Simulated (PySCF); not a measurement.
C₂H₃O (SMILES [CH2]C=O), doublet (typed; the unrestricted solution is spin-contaminated), at a GFN2-xTB geometry; PySCF with HF/6-31G**.

The PySCF input:
```python
from pyscf import gto, scf

mol = gto.M(
    atom='''
O     1.10060237    0.24623812   -0.40163761
C     0.04080672    0.35782363    0.20588499
H    -0.13643991    1.23632292    0.85189864
C    -1.01342987   -0.57729769    0.14786655
H    -1.92306138   -0.43095485    0.70132559
H    -0.90957881   -1.45842865   -0.46263256
''',
    basis='6-31g**',
    spin=1,
    verbose=5,
)

mf = scf.UHF(mol)
mf.kernel()
```

Task: What does PySCF print? Leave out banner, timings and long lists.

Result: 
```
PySCF version 2.14.0

[INPUT] verbose = 5
[INPUT] max_memory = 4000
[INPUT] num. atoms = 6
[INPUT] num. electrons = 23
[INPUT] charge = 0
[INPUT] spin (= nelec alpha-beta = 2S) = 1
[INPUT] symmetry False subgroup None
[INPUT] Mole.unit = angstrom
[INPUT] Symbol           X                Y                Z      unit          X                Y                Z       unit  Magmom
[...]
[INPUT] ---------------- BASIS SET ----------------
[INPUT] l, kappa, [nprim/nctr], expnt,             c_1 c_2 ...
[INPUT] H
[...]
                                2.8253937         0.23472695
                                0.6401217         0.81375733
[...]
[INPUT] O
[...]
                                825.23495         0.0139501
                                188.04696         0.0684451
                                52.9645           0.2327143
                                16.89757          0.470193
                                5.7996353         0.3585209
[...]
                                3.5999336         -0.1480263
                                1.0137618         1.130767
[...]
                                3.5999336         0.3397528
                                1.0137618         0.7271586
[...]
[INPUT] C
[...]
                                457.36951         0.0140373
                                103.94869         0.0688426
                                29.210155         0.2321844
                                9.286663          0.4679413
                                3.163927          0.362312
[...]
                                1.8812885         -0.1608542
                                0.5442493         1.1434564
[...]
                                1.8812885         0.316424
                                0.5442493         0.7443083
[...]
nuclear repulsion = 63.9532594796137
number of shells = 27
number of NR pGTOs = 102
number of NR cGTOs = 57
basis = 6-31g**
ecp = {}

******** <class 'pyscf.scf.uhf.UHF'> ********
method = UHF
initial guess = minao
damping factor = 0
level_shift factor = 0
DIIS = <class 'pyscf.scf.diis.CDIIS'>
diis_start_cycle = 1
diis_space = 8
diis_damp = 0
SCF conv_tol = 1e-09
SCF conv_tol_grad = None
SCF max_cycles = 50
direct_scf = True
direct_scf_tol = 1e-13
number electrons alpha = 12  beta = 11
Set gradient conv threshold to 3.16228e-05
E1 = -332.29284049100147  E2 = 115.730038584987  Ecoul = 135.2714050330543  Exc = -19.541366448067294
init E= -152.609542426401
cond(S) = 685.9217438535649

[...]
   1.35461458   1.40749369   1.59545022   1.67861816   1.78433447
   1.88979059   2.05000659   2.10220954   2.10798339   2.22394081
   2.26785614   2.33952195   2.38229367   2.38371536   2.53475545
   2.65505408   2.77931768   2.79074987   2.90421441   3.02409018
   3.04663971   3.10239674   3.32231438   3.36946775   3.59999162
   3.82739078   4.00564369]
multiplicity <S^2> = 0.92233112  2S+1 = 2.1654848
E1 = -333.6189034161939  E2 = 117.36109840364514  Ecoul = 137.0564440133387  Exc = -19.69534560969356
cycle= 15 E= -152.304545532935  delta_E= -3.88e-10  |g|= 2.1e-06  |ddm|= 5.18e-05
  alpha mo_energy =
[-20.59602382 -11.30542283 -11.26509368  -1.42520734  -1.03928123
  -0.79508239  -0.69198624  -0.64935279  -0.61856118  -0.58176724
  -0.45683569  -0.41840149   0.19594071   0.2579745    0.27822822
   0.32571777   0.42552736   0.48289465   0.72377713   0.74552609
   0.80757501   0.8307086    0.84055571   0.94066194   1.04863048
   1.08088944   1.1212093    1.14284877   1.22064462   1.23390405
   1.34209458   1.40428214   1.57361461   1.6338903    1.76444522
   1.87062303   2.0239332    2.05592471   2.09464045   2.21577929
   2.22768578   2.31990647   2.36312447   2.38703013   2.5337277
   2.64372788   2.77306766   2.77688397   2.8903752    3.01068351
   3.04467451   3.09801229   3.31341779   3.36681158   3.59802049
   3.82346798   4.00203452]
  beta  mo_energy =
[-20.57022581 -11.31806959 -11.24457229  -1.36447515  -0.97884909
  -0.78355805  -0.67911725  -0.62966494  -0.56981178  -0.48320159
  -0.43214513   0.07618417   0.25816304   0.26557389   0.2864575
   0.32807917   0.42542078   0.48557741   0.74448115   0.74952028
   0.81762457   0.86085666   0.87676789   0.94221831   1.04951564
   1.08883961   1.13004196   1.15555863   1.24713634   1.32932489
   1.35461487   1.40749366   1.5954499    1.67861803   1.78433435
   1.88979088   2.05000677   2.10220948   2.10798383   2.22394067
   2.26785604   2.33952203   2.38229354   2.38371517   2.53475535
   2.65505392   2.77931739   2.79074976   2.90421416   3.02409013
   3.04663959   3.10239657   3.32231458   3.36946757   3.59999128
   3.82739056   4.00564342]
multiplicity <S^2> = 0.92233212  2S+1 = 2.1654857
E1 = -333.6189030213667  E2 = 117.36109800881337  Ecoul = 137.05644366123946  Exc = -19.695345652426084
Extra cycle  E= -152.30454553294  delta_E= -4.55e-12  |g|= 1.16e-06  |ddm|= 3.34e-06
converged SCF energy = -152.30454553294  <S^2> = 0.92233212  2S+1 = 2.1654857
```
